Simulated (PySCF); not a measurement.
SMILES C(C)([O])C, doublet at its PBE0/def2-SVP optimised geometry (Å):

```
11

C     -0.2387    -0.8738     1.2283
C      0.2168    -0.0859     0.0000
C     -0.2386     1.3733     0.0000
O     -0.0501    -0.7244    -1.1688
H     -1.3388    -0.9092     1.2648
H      0.1185    -0.4088     2.1593
H      0.1358    -1.9059     1.1778
H      1.3388    -0.0859     0.0000
H     -1.3387     1.4231    -0.0105
H      0.1182     1.9059     0.8942
H      0.1361     1.8881    -0.8959
```

Method: unrestricted PBE0/def2-TZVP (PySCF).

Map of the log10 of the electron density (e/bohr³), floored at −4 on the plane z = 0.6 Å:

```
|                             |
|             ...             |
|          ..:::::.           |
|        ..::--=--::.         |
|       .:--==+++==-:         |
|      .:-==+**#**+=:.        |
|     .:-=+**#%%%#*=-:        |
|    .:-=+*##%@@@%*+-:.       |
|    .:=+*##%%@@@%*+=:.       |
|    .:=+*#%%@@@@%*+=:.       |
|    .:=+*##%%@@%#*+=-:.      |
|    .:-=+*##%%%%#*++=-:.     |
|     .-==+**#%%%##**+=-:     |
|     .:-=++*#%%%%###*+-:.    |
|     .:-=+*#%%@@%%%#*+=:.    |
|    .:-=+**#%@@@@%##*+=:.    |
|    .:-+*##%%@@@%##*+=-:.    |
|    .:=+*##%%@@@%#*++=-.     |
|    .:=+*##%%%%%#*+==-:.     |
|    .:-=+**##%%%#*+=-:.      |
|     .:-=+**##%##*=-:.       |
|      .:-=++*###*+=-.        |
|      ..:-==+****+-:.        |
|        .:--=+++==-.         |
|         ..:-===--:.         |
|           .:::::..          |
|             ....            |
|                             |
|                             |
```
Scale: ten equal steps from -4.00 (start of ' ') to -0.566 (end of '@'), in the order ' .:-=+*#%@'; x runs from -4.00 to 4.00, y from -4.00 (bottom) to 4.00 (top).
